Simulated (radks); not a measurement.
Problem. The table gives one normalised radial function P(r) = r R(r) (large component) of Rb+ in [Ar] 3d9 4s2 4p6 5p1 (r in bohr). Calculated with a radial shooting solver on a logarithmic mesh with Libxc functionals: Dirac Kohn-Sham, PBEsol, spin-unpolarised, spherical densities, point nucleus; open shells fill j = l - 1/2 first.

| r | P |
|---|---|
| 0.004439 | 0.0899 |
| 0.005168 | 0.1011 |
| 0.006017 | 0.1131 |
| 0.006949 | 0.1250 |
| 0.008089 | 0.1381 |
| 0.009342 | 0.1505 |
| 0.01088 | 0.1632 |
| 0.01256 | 0.1742 |
| 0.01462 | 0.1838 |
| 0.01689 | 0.1900 |
| 0.01966 | 0.1922 |
| 0.02289 | 0.1883 |
| 0.02643 | 0.1775 |
| 0.03077 | 0.1567 |
| 0.03554 | 0.1268 |
| 0.04137 | 0.0834 |
| 0.04778 | 0.0310 |
| 0.05562 | -0.0350 |
| 0.06423 | -0.1046 |
| 0.07478 | -0.1802 |
| 0.08705 | -0.2495 |
| 0.1005 | -0.2994 |
| 0.117 | -0.3237 |
| 0.1352 | -0.3092 |
| 0.1574 | -0.2463 |
| 0.1817 | -0.1400 |
| 0.2116 | 0.0133 |
| 0.2443 | 0.1796 |
| 0.2844 | 0.3473 |
| 0.3311 | 0.4699 |
| 0.3824 | 0.5111 |
| 0.4452 | 0.4518 |
| 0.5142 | 0.2937 |
| 0.5986 | 0.0378 |
| 0.6913 | -0.2520 |
| 0.8048 | -0.5552 |
| 0.9294 | -0.7905 |
| 1.082 | -0.9429 |
| 1.26 | -0.9763 |
| 1.455 | -0.9040 |
| 1.693 | -0.7484 |
| 1.956 | -0.5653 |
| 2.277 | -0.3762 |
| 2.629 | -0.2287 |
| 3.061 | -0.1190 |
| 3.535 | -0.0562 |
| 4.116 | -0.0219 |
| 4.791 | -0.0072 |
| 5.533 | -0.0020 |
| 6.442 | -0.0004 |
| 7.439 | -0.0001 |
| 8.661 | 0.0000 |
| 10 | 0.0000 |
| 11.64 | 0.0000 |
| 13.45 | 0.0000 |
| 15.65 | 0.0000 |

Which n and l does it have? It may be an empty orbital.

Solution. n = 4, l = 0: the number of nodes gives n - l - 1 = 3, the rise at small r points to l (this Dirac orbital starts as r^gamma with gamma = sqrt((l + 1)^2 - (Z/c)^2) = 0.96; the j = 1/2 orbital of l + 1 starts with the same power, but with a smaller coefficient, and then steepens), and the extent must fit the shell. The curve is that of 4s1/2. 4s1/2: eigenvalue -47.239 eV, 3 radial nodes at r = 0.0515, 0.209, 0.610 bohr, <r> = 1.38 bohr, 90 % of the charge inside 2.02 bohr.
